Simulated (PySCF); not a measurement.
# Spinor energies of Rh²⁺ (rhodium, charge +2)

Start: [Kr] 4d6 5p1; 4d3/2 filled at m_j = +3/2; 4d5/2 filled at m_j = -3/2, -1/2, +1/2, +3/2, +5/2; 5p3/2 filled at m_j = +3/2. Calculated with PySCF 2.14 in x2c-TZVPall-2c: generalised Hartree-Fock with the X2C-1e Hamiltonian and a Gaussian nucleus; one run each with spin-orbit coupling (SO) switched off, then screened by Boettger's factors. This is a chosen level, not necessarily the ground level.

| spinor shell | electrons | ε, spin-free (eV) | ε, screened SO (eV) | weight of nominal j (screened SO) | rms radius, screened SO (bohr) |
| --- | --- | --- | --- | --- | --- |
| 1s1/2 | 2 | -23370.0 | -23368.4 | 1.000 | 0.0374 |
| 2s1/2 | 2 | -3493.9 | -3493.5 | 1.000 | 0.154 |
| 2p1/2 | 2 | -3127.4 | -3227.4 | 1.000 | 0.134 |
| 2p3/2 | 4 | -3127.4 | -3080.9 | 1.000 | 0.138 |
| 3s1/2 | 2 | -682.47 | -682.35 | 1.000 | 0.415 |
| 3p1/2 | 2 | -558.84 | -576.72 | 1.000 | 0.411 |
| 3p3/2 | 4 | -558.84 | -550.50 | 1.000 | 0.422 |
| 3d3/2 | 4 | -361.37 | -364.68 | 0.976 | 0.401 |
| 3d5/2 | 6 | -361.37 | -359.06 | 0.984 | 0.405 |
| 4s1/2 | 2 | -128.12 | -128.12 | 1.000 | 1.04 |
| 4p1/2 | 2 | -90.086 | -96.372 | 0.726 | 1.14 |
| 4p3/2 | 4 | -90.086 | -87.061 | 0.863 | 1.15 |
| 4d5/2 | 5 | -38.731 | -39.535 | 0.556 | 1.48 |
| 4d3/2 | 1 | -38.731 | -35.003 | 0.762 | 1.51 |
| 5p3/2 | 1 | -18.285 | -18.158 | 1.000 | 3.40 |

| quantity | spin-free | screened SO |
| --- | --- | --- |
| E (hartree) | -4779.58366 | -4780.32940 |
| M_J | 11/2 | 11/2 |
| ⟨J²⟩ | 35.756 | 35.760 |
| ⟨L²⟩ | 12.005 | 12.126 |
| ⟨S²⟩ | 8.751 | 8.695 |

Each row is a mean over spinors that exchange with the open shell spreads, by up to 10.535 eV (4p3/2).

Rows whose weight is well below 1 are mixtures of j = l ± 1/2: exchange outweighs spin-orbit coupling there, and the label is only the starting occupation.

Breit and QED terms are absent; they matter most for the inner s and p1/2 levels.

Densities and radii are taken from the X2C orbitals without a picture-change correction, which distorts them close to the nucleus.

Without spin-orbit coupling the j labels of p, d and f shells carry no meaning; the spin-free column gives the mean over the occupied spinors of each nl shell.
